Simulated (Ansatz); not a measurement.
`C[Si](O)(F)F` + HCl → `C[Si](O)(F)Cl` + H–F at 298.15 K and 1 bar (ligand exchange at the Si–F bond).

Computed with Ansatz on PBE0-D4/def2-TZVP structures; ΔE is electronic, products minus reactants. CCSD(T)/CBS adds triple-zeta CCSD(T) − MP2 to the extrapolated MP2 energy (def2 sets, frozen cores). This one scheme is used for every species. Each species was taken in one conformer, which may not be the lowest.

```tsv
species	CCSD(T)/CBS energy (Eh)	H − E (kJ/mol)	S (J/(mol·K))
`C[Si](O)(F)F`	-604.51944	171.1	334.4
HCl	-460.38127	26.6	186.8
`C[Si](O)(F)Cl`	-964.48585	168.8	345.4
H–F	-100.39570	33.5	173.6
```

H − E and S are ideal-gas, rigid-rotor, harmonic terms from PBE0-D4/def2-TZVP, for one conformer and one mirror image of each species. 1 Eh = 2625.50 kJ/mol, R = 8.31446 J/(mol·K).

Question: By hand: ΔE, ΔH, ΔS and ΔG.

Answer: ΔE = (-964.48585) + (-100.39570) − (-604.51944) − (-460.38127) = 0.01916 Eh = 50.3 kJ/mol. Δ(H − E) = 168.8 + 33.5 − 171.1 − 26.6 = 4.6, so ΔH = 54.9 kJ/mol. ΔS = 345.4 + 173.6 − 334.4 − 186.8 = -2.2 J/(mol·K). ΔG = 54.9 − 298.15 × (-2.2)/1000 = 55.6 kJ/mol.

Question: By hand: the equilibrium constant, and the temperature at which ΔG would vanish if ΔH and ΔS stayed fixed.

Answer: log₁₀ K = −ΔG/(RT ln 10) = -9.7. ΔH and −TΔS have one sign here, so there is no such temperature.

The number of gas molecules stays the same, so ΔS is small and ΔH decides. A doubt of 5 kJ/mol in ΔE shifts log₁₀ K by 0.9 here. Other conformers and mirror images would add mixing entropy, several J/(mol·K) or more a flexible species. These are equilibria of isolated gas molecules and say nothing of rates. Largest T1 diagnostic: 0.011 (customary marks: 0.02 for closed shells, 0.045 for open ones).

ΔS is within the doubt of such terms, so its sign, and with it that verdict, could turn.
